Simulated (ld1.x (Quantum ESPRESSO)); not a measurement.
**vanadium: one change to an RRKJ potential, before and after**

ld1.x (Quantum ESPRESSO) 7.5 input, shortened:

```
&input
   title='V', zed=23., rel=1, dft='PZ', iswitch=3,
   config='[Ar] 3d3 4s2 4p0'
 /
 &inputp
   pseudotype=2, tm=.false., rho0=0.001, lloc=1,
   nlcc=.true., rcore=1.20
 /
3
4S  1  0   2.00   0.00  2.95  2.95  0.0
3D  3  2   3.00   0.00  1.85  1.85  0.0
4P  2  1   0.00   0.00  2.40  2.40  0.0
 &test
   configts(1)='3d3 4s2 4p0'
 /
```

Change: wave 4s (bound): rc 2.95 bohr becomes 4s (bound): rc 2.66 bohr.

Cutoffs: the cutoffs (Ry, on a coarse ladder) from which the occupation-weighted sum of valence levels, in a spherical-Bessel basis at the reference potential, stays within 10 and 1 mRy of its value at 400 Ry; they do not see the model core or the augmentation charge, which bear on the density cutoff. Errors are all-electron minus pseudo energies relative to the spin-unpolarised reference configuration.

Problem. What does the change do?

Solution. The potential gets neither clearly harder nor softer (50 Ry and 55 Ry → 50 Ry and 55 Ry); both files keep a bound ghost (s); of the 9 tests that both files solve, the error grows in 1 and shrinks in 0 by more than 15 % and 0.3 meV (median size 207.8 → 212.1 meV).

```tsv
quantity	base	changed
cutoff, loose	50 Ry	50 Ry
cutoff, tight	55 Ry	55 Ry
bound ghosts	s	s
error for 3d3 4s1 4p0, meV [ΔE 7.94 eV]	-6.5	-6.7
error for 3d3 4s0 4p0, meV [ΔE 22.49 eV]	-37	-38
error for 3d2 4s0 4p0, meV [ΔE 51.64 eV]	-452	-438
error for 3d4 4s1 4p0, meV [ΔE 0.54 eV]	-208	-212
error for 3d3 4s1 4p1, meV [ΔE 3.41 eV]	-1.1	-1.1
error for 3d2 4s2 4p0, meV [ΔE 11.22 eV]	-357	-362
error for 3d3 4s0 4p1, meV [ΔE 12.12 eV]	-2.3	-2.7
error for 3d3 4s2 4p0 (spin-polarised), meV [ΔE -1.63 eV]	+257	+257
error for 3d3 4s1 4p0 (spin-polarised), meV [ΔE 5.57 eV]	+267	+266
```

 A true bound ghost makes a file unfit for plane-wave use even where its test errors are small: the radial tests pick states by their node count and pass the ghost by.
